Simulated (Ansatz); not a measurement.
Relaxation of C2H8FGeN (13 atoms, charge 0, multiplicity 1), to a largest force component of 0.015 eV/Å in at most 40 steps.

The calculation used RKS B3LYP/def2-SVP in Ansatz 0.2.0.

```xyz
13
Properties=species:S:1:pos:R:3:forces:R:3
C -1.101 -0.772 0.616 -2.23 3.02 -1.01
C 0.108 -0.395 -0.191 0.92 -0.40 1.24
N 1.268 -0.709 0.583 1.32 1.14 1.58
F 0.194 -1.111 -1.372 -0.55 -0.30 -0.60
Ge 0.116 1.505 -0.648 -0.23 1.07 -0.18
H -1.177 -1.798 0.835 0.06 -1.90 0.36
H -1.143 -0.155 1.561 0.10 -0.60 -0.71
H -2.016 -0.457 0.004 0.64 -0.64 0.82
H 1.019 -1.117 1.510 0.30 0.25 -0.91
H 1.817 0.164 0.800 -0.35 -1.40 -0.25
H -1.157 1.849 -1.447 0.05 0.04 -0.15
H 1.405 1.858 -1.433 -0.14 -0.04 0.07
H 0.055 2.369 0.662 0.10 -0.25 -0.25
```

Task: Where does it end, and by what steps?

Result: The forces met the threshold. After 16 steps the energy has fallen by 0.622 eV; H10 moved furthest, 0.66 Å.

```json
{"step": "0", "energy less start (eV)": "0.0000", "largest force component (eV/Å)": "3.016", "accepted": "yes"}
{"step": "1", "energy less start (eV)": "-0.3118", "largest force component (eV/Å)": "0.785", "accepted": "yes"}
{"step": "2", "energy less start (eV)": "-0.3692", "largest force component (eV/Å)": "0.389", "accepted": "yes"}
{"step": "3", "energy less start (eV)": "-0.3992", "largest force component (eV/Å)": "0.191", "accepted": "yes"}
{"step": "4", "energy less start (eV)": "-0.3740", "largest force component (eV/Å)": "0.735", "accepted": "no"}
{"step": "5", "energy less start (eV)": "-0.4129", "largest force component (eV/Å)": "0.147", "accepted": "yes"}
{"step": "6", "energy less start (eV)": "-0.4272", "largest force component (eV/Å)": "0.404", "accepted": "yes"}
{"step": "7", "energy less start (eV)": "-0.3774", "largest force component (eV/Å)": "2.671", "accepted": "no"}
{"step": "8", "energy less start (eV)": "-0.4450", "largest force component (eV/Å)": "0.516", "accepted": "yes"}
{"step": "9", "energy less start (eV)": "-0.4802", "largest force component (eV/Å)": "0.875", "accepted": "yes"}
{"step": "10", "energy less start (eV)": "-0.5325", "largest force component (eV/Å)": "1.445", "accepted": "yes"}
{"step": "11", "energy less start (eV)": "-0.5975", "largest force component (eV/Å)": "0.846", "accepted": "yes"}
{"step": "12", "energy less start (eV)": "-0.3808", "largest force component (eV/Å)": "3.003", "accepted": "no"}
{"step": "13", "energy less start (eV)": "-0.6177", "largest force component (eV/Å)": "0.231", "accepted": "yes"}
{"step": "14", "energy less start (eV)": "-0.6215", "largest force component (eV/Å)": "0.032", "accepted": "yes"}
{"step": "15", "energy less start (eV)": "-0.6216", "largest force component (eV/Å)": "0.025", "accepted": "yes"}
{"step": "16", "energy less start (eV)": "-0.6218", "largest force component (eV/Å)": "0.005", "accepted": "yes"}
```

```xyz
13
Properties=species:S:1:pos:R:3
C -1.197 -0.712 0.681
C 0.092 -0.272 0.007
N 1.208 -0.483 0.852
F 0.196 -1.043 -1.197
Ge 0.071 1.628 -0.625
H -1.125 -1.780 0.951
H -1.380 -0.131 1.597
H -2.054 -0.595 0.003
H 1.247 -1.442 1.204
H 2.092 -0.273 0.392
H -0.979 1.788 -1.742
H 1.473 1.955 -1.182
H -0.257 2.590 0.536
```

Run time: 64 s on 2 threads of Arm Neoverse V2, on a shared host, peak memory 0.35 GiB.
